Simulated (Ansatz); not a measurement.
`BN(C=C)[SiH2]Cl` + `CC(C)NC(C)C` → `BN(C(C)C)C(C)C` + `C=CN[SiH2]Cl`  (ligand exchange at a B–N bond)

Computed with Ansatz on PBE0-D4/def2-TZVP structures; ΔE is electronic, products minus reactants. CBS: MP2 limit from def2 TZ/QZ plus the TZ coupled-cluster correction, frozen cores. DFT in def2-TZVPP. One conformer a species, not always the lowest.

```
         level  ΔE (kcal/mol)
        PBE-D4           -7.3
   HF/def2-SVP           -4.2
  MP2/def2-SVP           -7.1
MP2/def2-TZVPP           -6.1
```

(1) What does CCSD(T)/CBS give? (An estimate is asked.)

Largest T1 diagnostic among the species: 0.012.

## Answers

(1) Computed: -5.7 kcal/mol. The listed levels differ from it by -1.6, 1.5, -1.4, -0.4 kcal/mol.

Leaving LDA and LC-ωPBE aside and taking each functional with its dispersion term where it has one, the values, not all of them listed here, spread over 1.7 kcal/mol, from BLYP-D4 to BHLYP-D4. LDA lies −0.8 kcal/mol from PBE without D4. From PBE to PBE0 (25 % exact exchange), in def2-TZVPP and without D4, ΔE moves by +0.8 kcal/mol.

CCSD(T)/CBS has its own doubt, a few kJ/mol and more with outer-core shells, so smaller differences from it don't rank the levels.
